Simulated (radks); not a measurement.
Problem. The mean radii <r> (bohr) of the occupied orbitals of an atom or ion are listed with their occupations. All-electron calculation, scalar-relativistic Kohn-Sham, LB94 model potential, spin-polarised, spherical densities, finite nucleus; Fermi nuclear charge, rms radius of each element as measured or else 0.836 A^(1/3) + 0.57 fm. Program: a radial shooting solver on a logarithmic mesh with Libxc functionals.

orbital  occ.     <r>
1s up       1  0.1968
1s down     1  0.1982
2s up       1  0.8932

Name the element and its charge. Open shells, if any, are filled with parallel spins first.

Solution. Z = 8, oxygen, charge +5: O5+ in [He] 2s1. The 1s radius gives Z: for a bare nucleus <r> = (2 gamma + 1)/(2Z) with gamma = sqrt(1 - (Z/c)^2), 0.1873 bohr for Z = 8, and screening makes it slightly larger (0.1968 here). The occupations add up to 3, and the charge is Z minus that.
